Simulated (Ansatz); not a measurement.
Basis-set extrapolation for `CNC(=O)[SiH2]Cl` (PBE0-D4/def2-TZVP geometry, frozen core, Ansatz). Multiplicity 1, RHF reference.

|  | def2-TZVPP | def2-QZVPP |
| --- | --- | --- |
| HF | -957.142996 | -957.174389 |
| MP2 correlation | -1.077930 | -1.162219 |
| CCSD(T) correlation | -1.173751 | not run |

Energies in hartree. Use E(X) = E(∞) + A·exp(−7.88·√X) for Hartree–Fock and E(X) = E(∞) + B·X^(−2.97) for correlation, with X = 3 and 4, and add CCSD(T) minus MP2 of the smaller set to the MP2 limit.

Question: What is the CCSD(T) energy at the basis-set limit?

Answer: HF limit: -957.174389 + (-0.031393) × 0.13774 = -957.17871. MP2 limit: -1.162219 + (-0.084289) × 0.74074 = -1.22466. Higher-order term: -1.173751 − (-1.077930) = -0.09582. Total: -958.49919 hartree, 479.0 kJ/mol below CCSD(T)/def2-TZVPP.
